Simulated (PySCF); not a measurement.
# How methods differ on the excitation energy of B²⁺

B²⁺ [He] 2s1 (2S) → B²⁺ [He] 2p1 (2P), as a difference of total energies. Calculation: PySCF 2.14, in dyall-acv3z (15s9p4d2f, 76 functions); scalar relativity by spin-free X2C-1e. Correlated levels: valence and next inner shell: nothing frozen; virtual orbitals above 40 to 60 times the deepest correlated orbital energy dropped. The calculations carry no spin-orbit coupling.

```tsv
method	excitation energy (eV)
UHF	6.054
MP2 (valence and next inner shell)	6.043
SCS-MP2 (valence and next inner shell)	6.060
CCSD (valence and next inner shell)	6.041
CCSD(T) (valence and next inner shell)	6.040
```
